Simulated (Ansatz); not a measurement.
Reaction (ligand exchange at a Mg–Br bond): `C[O][Mg][Br]` + HCl → `C[O][Mg][Cl]` + HBr

Gas-phase electronic energies from Ansatz, PBE0-D4/def2-TZVP geometries. CCSD(T)/CBS is the MP2 limit (def2-TZVPP, def2-QZVPP) plus CCSD(T) − MP2 in def2-TZVPP, frozen cores. This one scheme is used for every species. DFT in def2-TZVPP. B3LYP here is the variant with VWN-RPA as its local correlation; programs differ in this. HSE06 is defined as in plane-wave codes. For Br, Mg outer-core shells are correlated without core-valence functions, which leaves a few kJ/mol of doubt a bond. Scalar relativity is left out up to krypton. Each species was taken in one conformer, which may not be the lowest.

| level | ΔE (kJ/mol) |
| --- | --- |
| B3LYP-D4 | 7.1 |
| HSE06-D4 | 10.4 |
| PBE | 7.8 |
| MP2/def2-SVP | 5.7 |
| CCSD/def2-SVP | 4.1 |
| MP2/def2-TZVPP | 10.3 |
| SCS-MP2/def2-TZVPP | 9.6 |
| HF/def2-QZVPP | 12.5 |

What does CCSD(T)/CBS give? (An estimate is asked.)

Computed: +9.5 kJ/mol. The listed levels differ from it by -2.4, 0.9, -1.7, -3.8, -5.4, 0.8, 0.1, 3.0 kJ/mol.

Largest T1 diagnostic among the species: 0.010.

At CCSD(T), def2-SVP lies −5.7 kJ/mol from the extrapolated value and def2-TZVPP +0.3 kJ/mol. In def2-TZVPP, CCSD(T) changes the Hartree–Fock value by −3.7 kJ/mol (the triples alone add −0.2 kJ/mol) and MP2 by −3.2 kJ/mol. From BLYP to BHLYP (50 % exact exchange), in def2-TZVPP and without D4, ΔE moves by +4.8 kJ/mol.
